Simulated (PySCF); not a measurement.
## A computed series [M(SH)2]2+

Computed with PySCF 2.14.0, PBE0, def2-SVP on the ligands, density fitting, scalar-relativistic core potentials, no spin-orbit coupling, vacuum. Each member is relaxed from one template within its symmetry. Distances are means of the shortest metal–ligand contacts, charges and spins Mulliken's; removal energies are rigid, with the ligand's formal charge and no counterpoise, so too large; for an anion taken off a cation in vacuum most of it is the attraction of opposite charges, and multiply charged cations can part far more cheaply with an electron moved from ligand to metal. lcecp potentials hold a fixed number of 4f electrons in the core, out of states, spins and gaps.

| metal | basis on the metal | point group | M–SH (Å) | charge on M (e) | removal of one SH (eV) | strongest infrared band, degenerate modes summed (cm⁻¹) | unstable modes (below −25 cm⁻¹) |
| --- | --- | --- | --- | --- | --- | --- | --- |
| Ce | lcecp-2-SVP with ECP46 | C2v | 2.437 | 1.59 | 22.14 | 2588 | 0 |
| Ce | def2-SVP with ECP28 | C2 | 2.448 | 1.40 | 21.40 | 2605 | 0 |
| Pr | lcecp-2-SVP with ECP47 | C2v | 2.429 | 1.46 | 22.35 | 2581 | 0 |
| Tb | lcecp-2-SVP with ECP53 | C2v | 2.358 | 1.41 | 23.17 | 2565 | 0 |
| Dy | lcecp-2-SVP with ECP54 | C2v | 2.350 | 1.30 | 23.29 | 2562 | 0 |
| Hf | def2-SVP with ECP60 | C2, nearly C2v | 2.300 | 1.35 | 23.77 | 2565 | 0 |
| Pb | def2-SVP with ECP60 | C2 | 2.426 | 1.13 | 25.33 | 2575 | 0 |

A further member has point group C2v, M–SH (Å) 2.415, charge on M (e) 1.48, removal of one SH (eV) 22.51, strongest infrared band, degenerate modes summed (cm⁻¹) 2578, unstable modes (below −25 cm⁻¹) 0. Which metal is it?

Nd, lcecp-2-SVP with ECP48. Other answers can fit too; this one was computed.

From Ce to Dy the M–SH distance shrinks by 0.09 Å, the lanthanide contraction, and the energy to remove one SH rises by 1.14 eV.

One start shape was tried for each, so a minimum needn't be the lowest isomer. Oxidation states forced by the potential, rare, strongly oxidising or of another configuration in reality: [Pr(SH)2]2+, [Nd(SH)2]2+, [Tb(SH)2]2+, [Dy(SH)2]2+.
